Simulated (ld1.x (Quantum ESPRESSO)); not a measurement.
# PBE RRKJ dataset for silver, fully relativistic all-electron reference.

ld1.x (Quantum ESPRESSO) 7.5 input, shortened:

```
&input
   title='Ag', zed=47., rel=2, dft='PBE', iswitch=3,
   config='[Kr] 4d10 5s0 5p1', rel_dist='average'
 /
 &inputp
   pseudotype=2, tm=.false., lloc=0,
   nlcc=.false.
 /
3
4P  2  1   6.00   0.00  1.75  1.75  0.0
4D  3  2  10.00   0.00  1.75  1.75  0.0
4S  1  0   2.00   0.00  1.60  1.60  0.0
 &test
   configts(1)='4s2 4p6 4d10 5s0 5p1'
 /
```

Open shells are filled in proportion to 2j + 1 (rel_dist='average').

Occupied shells without a wave of their own: 5p. They enter only through the test configuration that unscreens the potential.

Poles of the logarithmic derivatives, all-electron (AE) and pseudo (PS). s: poles at -7.0 (AE) and -7.0, 3.3 (PS) Ry. p1/2: poles at -4.4 (AE) and -4.4 (PS) Ry. p3/2: poles at -4.0 (AE) and -4.0 (PS) Ry. d3/2: poles at 0.3 (AE) and 0.2 (PS) Ry. d5/2: poles at 0.4 (AE) and 0.3 (PS) Ry. Test radius 1.90 bohr.

- Ghost test: ghost state, extra bound levels that the all-electron valence spectrum of the same l lacks: s at -8.3 eV; a true bound ghost makes a file unfit for plane-wave use (spherical-Bessel basis up to 400 Ry, 20 bohr box)
- Largest excitation error: +3228 meV (all-electron minus pseudo) for 4s2 4p6 4d9 5s1 5p1, out of 7 test configurations
